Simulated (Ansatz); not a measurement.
**A relaxation, step by step**

TiGeH$_{8}$O$_{4}$, closed shell, PBE0-D4/def2-TZVP (Ansatz 0.2.0). Settings:

```yaml
hamiltonian: {xc: pbe0, dispersion: d4}
relax: {f_tol: 0.005, max_steps: 200}
```

Start, a step off a saddle point along its unstable mode:

Ge1  (-1.806, -0.446, 1.391)
H2  (1.224, -1.528, -0.369)
H3  (0.352, -1.142, 0.649)
O4  (-0.005, -0.536, 1.078)
Ti5  (0.954, 0.261, -0.625)
O6  (1.775, -0.023, -2.163)
O7  (-0.672, 0.971, -1.130)
O8  (1.982, 1.443, 0.267)
H9  (-2.515, -1.149, 0.236)
H10  (-2.234, 1.020, 1.535)
H11  (-1.972, -1.208, 2.711)
H12  (2.018, -0.850, -2.574)
H13  (-0.820, 1.238, -2.042)
H14  (1.719, 1.948, 1.037)
(Å)

| step | energy less the last (meV) | largest force component (eV/Å) |
| --- | --- | --- |
| 1 | 1346.2 | 10.563 |
| 2 | 226.0 | 0.712 |
| 3 | 194.6 | 1.904 |
| 4 | 85.4 | 0.862 |
| 5 | 52.1 | 0.227 |
| 6 (rejected trial) | 58.2 | 0.436 |
| 7 | 31.4 | 0.162 |
| 8 | 19.9 | 0.199 |
| 9 | 18.1 | 0.222 |
| 10 | 8.7 | 0.459 |
| 11 (rejected trial) | 24.9 | 0.681 |
| 12 (rejected trial) | 45.3 | 1.705 |
| 13 | 3.2 | 0.097 |
| 14 | 3.1 | 0.138 |
| 15 | 1.2 | 0.046 |
| 16 | 0.8 | 0.012 |
| 17 | 0.6 | 0.020 |
| 18 | 0.3 | 0.023 |
| 19 | 0.1 | 0.020 |
| 20 | 0.1 | 0.011 |
| 21 | 0.0 | 0.008 |
| 22 | 0.0 | 0.007 |
| 23 | 0.0 | 0.007 |
| 24 | 0.0 | 0.006 |
| 25 | 0.0 | 0.004 |

Step 5, positions (Å) and forces (eV/Å):

| atom | x | y | z | Fx | Fy | Fz |
| --- | --- | --- | --- | --- | --- | --- |
| Ge1 | -1.848 | -0.374 | 1.372 | -0.056 | -0.041 | -0.035 |
| H2 | 1.346 | -1.486 | -0.495 | -0.043 | 0.088 | 0.046 |
| H3 | 0.337 | -1.322 | 1.044 | -0.166 | 0.011 | 0.162 |
| O4 | -0.047 | -0.436 | 1.137 | 0.227 | -0.062 | -0.086 |
| Ti5 | 0.998 | 0.224 | -0.691 | 0.051 | 0.096 | -0.120 |
| O6 | 1.822 | 0.136 | -2.282 | 0.006 | -0.091 | 0.004 |
| O7 | -0.708 | 0.766 | -1.104 | -0.053 | -0.049 | -0.031 |
| O8 | 2.006 | 1.343 | 0.302 | 0.027 | -0.004 | 0.041 |
| H9 | -2.551 | -1.105 | 0.226 | 0.007 | 0.004 | 0.005 |
| H10 | -2.189 | 1.109 | 1.474 | 0.028 | -0.002 | -0.004 |
| H11 | -2.060 | -1.107 | 2.708 | -0.025 | 0.000 | 0.010 |
| H12 | 2.096 | -0.632 | -2.786 | -0.009 | 0.088 | -0.007 |
| H13 | -0.918 | 1.070 | -1.990 | -0.008 | -0.006 | 0.033 |
| H14 | 1.717 | 1.816 | 1.085 | 0.013 | -0.034 | -0.017 |

Last step (25):

```csv
atom,x (Å),y (Å),z (Å)
Ge1,-1.8553,-0.3453,1.2618
H2,1.3675,-1.4803,-0.5144
H3,0.3570,-1.1645,1.5275
O4,-0.0299,-0.3630,1.1659
Ti5,1.0218,0.1892,-0.7074
O6,1.7661,0.1891,-2.3292
O7,-0.7382,0.6698,-1.0301
O8,2.1027,1.2195,0.3137
H9,-2.4681,-1.1813,0.1399
H10,-2.2770,1.1183,1.2943
H11,-2.1027,-1.0237,2.6266
H12,2.0339,-0.4134,-3.0202
H13,-1.0192,0.9947,-1.8872
H14,1.8416,1.5907,1.1588
```

The run took 72 s on 4 CPU threads of an AMD EPYC 7R13 and a share of one NVIDIA H100 (shared host), with 0.97 GiB of host memory at its peak.
